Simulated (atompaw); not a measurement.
# Pseudopotential generation for Ca (Z = 20): PAW (atompaw), PBE, scalar-relativistic.

| Item | Value |
| --- | --- |
| Element | Ca (Z = 20) |
| Generator | atompaw 4.2.0.5 |
| Type | PAW |
| Functional | PBE |
| Relativity | scalar-relativistic |
| Frozen core | [Ne] |
| Valence charge | 10 |
| Reference configuration | 3s2 3p6 3d0 4s0.5 4p0 (charge +1.5) |
| Partial waves | 3s (bound): rc 1.60 bohr; 4s (bound): rc 2.00 bohr; 3p (bound): rc 1.80 bohr; 4p (bound, empty): rc 2.00 bohr; 3d (bound, empty): rc 1.85 bohr; 3d channel at -0.1 Ry: rc 1.85 bohr |
| Local potential | troulliermartins scheme with l = 3 at 0 Ry, radius 1.40 bohr |
| Core correction | smooth core density matched at 1.30 bohr |
| Augmentation charge | sinc compensation charge, radius 1.50 bohr; PAW radius 2.00 bohr; waves and projectors: custom polynom vanderbiltortho |

All-electron outer shells of the reference configuration (PBE, scalar-relativistic, ld1.x):

```
shell  level (eV)  outermost node (bohr)  outermost maximum (bohr)
   2p     -345.81                      –                      0.25
   3s      -57.96                   0.45                      0.99
   3p      -38.82                   0.42                      1.04
   3d      -12.01                      –                      1.23
   4s      -11.80                   1.41                      3.02
   4p       -8.43                   1.58                      3.64
```

(1) Estimate the cutoffs (Ry, on a coarse ladder) from which the occupation-weighted sum of valence levels, in a spherical-Bessel basis at the reference potential, stays within 10 and 1 mRy of its value at 400 Ry.

(2) What does a ghost test show?

(3) Is the overlap operator S = 1 + Σ q|β⟩⟨β| positive definite (Bessel basis up to 400 Ry)?

(4) Which valence shell sets the plane-wave cutoff?

Results:

(1) 25 Ry and 40 Ry.

(2) No extra level below or beside the all-electron valence levels (s, p, d, f tested).

(3) Yes: its lowest eigenvalue is 0.74 (s channel).

(4) 3p: its level needs 25 Ry to come within 1 mRy, against 18 Ry for 3s.
